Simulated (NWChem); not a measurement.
System: C3H5BO2; SMILES OB1CC(O1)=C

Here is an NWChem input.

```
start job
memory heap 200 mb stack 900 mb global 1100 mb
geometry units angstroms noautosym nocenter noautoz
  C     -0.236600     2.293773     0.000000
  C      0.017222     0.990500     0.000000
  C      1.232535     0.090377     0.000000
  B      0.064167    -0.977622     0.000000
  O     -0.078769    -2.309528     0.000000
  O     -0.947389    -0.021603     0.000000
  H      0.587000     3.008030     0.000000
  H     -1.263957     2.662208     0.000000
  H      1.864168     0.160380    -0.897440
  H      1.864168     0.160380     0.897440
  H     -1.002997    -2.585792     0.000000
end
basis spherical
  * library 6-31g*
end
dft
  xc pbe0
  iterations 150
end
property
  efieldgrad
end
task dft property
```

Structure relaxed at the PBE0/def2-SVP level.

Vzz is the largest principal value of the second derivative of the potential at the nucleus (NWChem prints the opposite sign); η is the asymmetry. Non-relativistic.

Atoms are numbered as in the input.

Question: What results follow from this input? (PBE0/6-31G* (spherical d).) Quantities: Vzz B4 (a.u.); η B4; Vzz O5 (a.u.); η O5; Vzz O6 (a.u.); η O6.

Answer: The vzz B4 (a.u.) is 0.295, the η B4 comes out as 0.43 and the vzz O5 (a.u.) comes out as 1.260. The η O5 is 0.23 and the vzz O6 (a.u.) comes out as 1.086. The η O6 is 0.04.
